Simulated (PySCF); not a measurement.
Atoms are numbered as in `[CH2:1]=[N:2][CH2:3][CH2:4][B:5]([F:6])[F:7]`. Hydrogens are named by the atom that carries them. Ha(C1) is cis to C3; Hb(C1) is trans to C3.

Geometry: PBE0-D3(BJ)/def2-SVP; GIAO absolute shieldings from PySCF 2.14.0 with density-fitted response routines, gas phase, non-relativistic, averaged over equivalent atoms.

At PBE0/STO-3G (41 basis functions, 3.9 s wall time on 1 thread of an Arm Neoverse V1, shared host):
| atoms | σ (ppm) |
| --- | --- |
| C1 | 113.8 |
| C3 | 181.3 |
| C4 | 219.3 |
| N2 | 3.3 |
| B5 | 106.8 |
| F6/F7 | 286.3 |
| Hb(C1) | 25.24 |
| Ha(C1) | 25.71 |
| H(C3) | 29.56 |
| H(C4) | 31.44 |

**Question.** Estimate the result of repeating the calculation with PBE0/cc-pVDZ.

**Answer.** 
```csv
atoms,σ at PBE0/cc-pVDZ,change
C1,45.7,-68.1
C3,137.4,-43.9
C4,180.6,-38.7
N2,-108.9,-112.2
B5,87.0,-19.8
F6/F7,253.4,-32.9
Hb(C1),24.17,-1.07
Ha(C1),23.63,-2.08
H(C3),27.92,-1.64
H(C4),30.09,-1.35
```

The largest change is at N2 (imine nitrogen). Cost: 128 basis functions, 17 s wall time on 1 thread of an Arm Neoverse V1, shared host. The order of the carbon signals is the same at both levels.

A carbon bonded to boron is broadened by the quadrupolar boron nucleus and is often missing from a measured spectrum.
